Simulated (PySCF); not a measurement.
SMILES [OH][Al]([SiH2][SiH2]Cl)[OH] (B3LYP/def2-SVP optimised geometry):

```
12

Si    -0.427     1.299     0.000
Cl    -1.064     3.297     0.000
Si    -1.264     0.153     1.875
Al    -0.477    -2.145     1.771
O     -0.842    -3.260     3.002
O      0.447    -2.489     0.380
H     -0.903     0.672    -1.265
H      1.064     1.299     0.000
H     -2.758     0.230     1.852
H     -0.795     0.850     3.112
H     -0.615    -4.187     3.109
H      0.873    -3.297     0.083
```

Method: B3LYP/def2-TZVP (PySCF).

Task: What are the frontier orbital energies and the dipole moment?

Result: HOMO-2 -8.44 eV, HOMO-1 -8.43 eV, HOMO -7.48 eV, LUMO -1.13 eV, LUMO+1 -0.88 eV; dipole moment 4.31 D.

Meta-Löwdin charges at B3LYP/def2-TZVP: Si1 0.48, Cl2 -0.32, Si3 0.02, Al4 0.98, O5 -0.78, O6 -0.78, H7 -0.09, H8 -0.09, H9 -0.06, H10 -0.06, H11 0.35, H12 0.35.
